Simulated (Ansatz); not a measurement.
Abridged output of a molecular run in Ansatz:

```
Functional definition: HF
913 factors; integrals over basis functions are off by at most 1.1e-3 eV
mean field evaluation 1: about -35880.3038 eV, gradient 1.7e1 eV
mean field evaluation 2: about -35880.3071 eV, gradient 1.7e1 eV
mean field evaluation 4: about -35881.7996 eV, gradient 2.3e0 eV
mean field evaluation 8: about -35881.8280 eV, gradient 1.9e-4 eV
mean field -35881.82795684 eV, -1318.6328558373 hartree, gradient 2.6e-6 eV, S^2 0.000000; 0 other end points of the search recorded, 0 dependent functions left out
20 core orbitals not correlated: weight in the atoms' cores, before any rotation towards them, 1.000 or more for the frozen orbitals, at most 0.000 for the correlated occupied ones
reference -35881.82795684 eV, -1318.6328558373 hartree; 12, 12 occupied and 65, 65 virtual orbitals, 913 factors
second order -12.02097631 eV of doubles, -0.00000000 eV of singles
cycle   1  -13.19417649 eV  change    -1.2e0 eV  update   9.6e-2
cycle   2  -13.66563268 eV  change   -4.7e-1 eV  update   3.1e-2
cycle   3  -13.72173404 eV  change   -5.6e-2 eV  update   1.1e-2
cycle   4  -13.71872299 eV  change    3.0e-3 eV  update   3.5e-3
cycle   5  -13.71759711 eV  change    1.1e-3 eV  update   1.2e-3
cycle   6  -13.71730473 eV  change    2.9e-4 eV  update   4.3e-4
cycle   7  -13.71731553 eV  change   -1.1e-5 eV  update   1.4e-4
cycle   8  -13.71736195 eV  change   -4.6e-5 eV  update   5.0e-5
cycle   9  -13.71736163 eV  change    3.2e-7 eV  update   1.8e-5
perturbative correction -0.49307214 eV, -0.0181200668 hartree
Total energy: -35896.03839061 eV, -1319.1550796461 hartree
```

Its atoms:

```xyz
9

S    -1.1327   -1.8809    1.3168
Si    0.3431   -0.6919    0.3555
Si   -0.4014    0.5881   -1.3510
P     0.1183    1.5520    0.6547
H    -0.7282   -1.6024    2.5696
H     1.7250   -1.2232    0.4134
H     0.4595    0.9411   -2.5029
H    -1.8469    0.5904   -1.6701
H     1.4634    1.7268    0.2141
```

Q: Which basis set was used?
A. def2-SVP
B. cc-pV(T+d)Z
C. def2-SVPD
D. def2-TZVPPD

A: A. It gives 97 functions.

Q: Write the keys of the input that set method, charge and spin (a neutral closed shell needs none for the last two).

A: 
```yaml
correlation: {method: ccsd_t}
```
